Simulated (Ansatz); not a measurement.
CH$_{9}$BClNSi$_{2}$, SMILES `BN([SiH2]C)[SiH2]Cl` at its PBE0-D4/def2-TZVP geometry, where that method's forces vanish. Total charge 0; spin multiplicity 1.

```xyz
15

B     0.7491   -0.0570   -1.7612
N     0.6216    0.3129   -0.4056
Si   -0.9897    0.6905    0.2165
C    -1.9981   -0.8560    0.4240
Si    1.9970    0.3267    0.6471
Cl    1.7473   -1.0897    2.1217
H     1.8166   -0.3694   -2.2068
H    -0.2256   -0.0534   -2.4630
H    -1.6393    1.6377   -0.7235
H    -0.7821    1.3649    1.5267
H    -1.5063   -1.5408    1.1184
H    -2.9901   -0.6192    0.8172
H    -2.1237   -1.3659   -0.5340
H     2.1108    1.6270    1.3429
H     3.2124   -0.0085   -0.1204
```

Problem. What forces (eV/Å) does PBE-D4/def2-TZVPP give on these atoms in Ansatz 0.2.0? (An estimate is asked.)

Solution. Ansatz gave: 
```
B1   0.018 -0.051 -0.204
N2  -0.012  0.004 -0.104
Si3 -0.192  0.078  0.080
C4   0.018  0.019  0.002
Si5  0.212  0.059  0.099
Cl6 -0.032 -0.189  0.199
H7   0.114 -0.034 -0.039
H8  -0.102  0.004 -0.068
H9  -0.062  0.102 -0.097
H10  0.019  0.074  0.135
H11  0.087 -0.133  0.130
H12 -0.188  0.039  0.074
H13 -0.025 -0.098 -0.179
H14  0.009  0.158  0.071
H15  0.136 -0.032 -0.100
```
